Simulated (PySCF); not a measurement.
**[TiCl6]3-: bond length as a parameter**

The complex [TiCl6]3- (charge -3) contains Ti(III), shell d1. The structure is a model geometry with rigid ligands and bond lengths from ionic radii, not a minimum; coordination octahedral, point group Oh, metal–donor distances 2.38 Å.

```
7

Ti    0.0000    0.0000    0.0000
Cl    0.0000    0.0000    2.3800
Cl    0.0000    0.0000   -2.3800
Cl    2.3800    0.0000    0.0000
Cl   -2.3800    0.0000    0.0000
Cl    0.0000    2.3800    0.0000
Cl    0.0000   -2.3800    0.0000
```

Method (PySCF 2.14, density fitting): CASSCF(1,5) with orbitals averaged over all microstates of the shell, strongly contracted NEVPT2 on the averaged canonical orbitals; basis x2c-TZVPall on the metal, x2c-SVPall elsewhere; spin-free X2C; IEF-PCM water; spin-orbit coupling by state interaction with the mean-field operator over all roots.

All metal–ligand distances are scaled together.

```json
{"bond length": "2.190 Å", "group": "Oh", "ground": "2T2g", "next state (NEVPT2) / cm⁻¹": "2Eg 22689", "orbital energies above the lowest (NEVPT2 fit) / cm⁻¹": "0 0 0 22689 22689", "μeff(300 K) / μB": "1.90"}
{"bond length": "2.261 Å", "group": "Oh", "ground": "2T2g", "next state (NEVPT2) / cm⁻¹": "2Eg 19374", "orbital energies above the lowest (NEVPT2 fit) / cm⁻¹": "0 0 0 19374 19374", "μeff(300 K) / μB": "1.90"}
{"bond length": "2.332 Å", "group": "Oh", "ground": "2T2g", "next state (NEVPT2) / cm⁻¹": "2Eg 16562", "orbital energies above the lowest (NEVPT2 fit) / cm⁻¹": "0 0 0 16562 16562", "μeff(300 K) / μB": "1.90"}
{"bond length": "2.380 Å", "group": "Oh", "ground": "?", "next state (NEVPT2) / cm⁻¹": "?", "orbital energies above the lowest (NEVPT2 fit) / cm⁻¹": "?", "μeff(300 K) / μB": "?"}
{"bond length": "2.428 Å", "group": "Oh", "ground": "2T2g", "next state (NEVPT2) / cm⁻¹": "2Eg 13516", "orbital energies above the lowest (NEVPT2 fit) / cm⁻¹": "0 0 0 13516 13516", "μeff(300 K) / μB": "1.90"}
{"bond length": "2.499 Å", "group": "Oh", "ground": "2T2g", "next state (NEVPT2) / cm⁻¹": "2Eg 11679", "orbital energies above the lowest (NEVPT2 fit) / cm⁻¹": "0 0 0 11679 11679", "μeff(300 K) / μB": "1.90"}
{"bond length": "2.594 Å", "group": "Oh", "ground": "2T2g", "next state (NEVPT2) / cm⁻¹": "2Eg 9706", "orbital energies above the lowest (NEVPT2 fit) / cm⁻¹": "0 0 0 9706 9706", "μeff(300 K) / μB": "1.91"}
```

Task: Fill in the row at 2.380 Å.

Result: ground: 2T2g; next state (NEVPT2) / cm⁻¹: 2Eg 14944; orbital energies above the lowest (NEVPT2 fit) / cm⁻¹: 0 0 0 14944 14944; μeff(300 K) / μB: 1.90.

Task: With what power of the bond length does 10Dq, as fitted to the states, fall?

Result: A log–log fit of these points gives 10Dq ∝ R^−5.0; a point-charge model has R^−5 (correlation -1.000).

At 2.190 Å, 2.261 Å, 2.332 Å, 2.380 Å, 2.428 Å, 2.499 Å, 2.594 Å the ground state is orbitally degenerate, so the regular structure would distort there (Jahn–Teller).

Charge-transfer states lie outside this active space and may come lower than some of these levels. NEVPT2 lifts 2Eg from 13129 to 14944 cm⁻¹; on the d shell alone it tends to overshoot states that fill the eg-type orbitals. NEVPT2 on the d shell alone tends to put d–d bands too high for such charged or covalently bound ions.
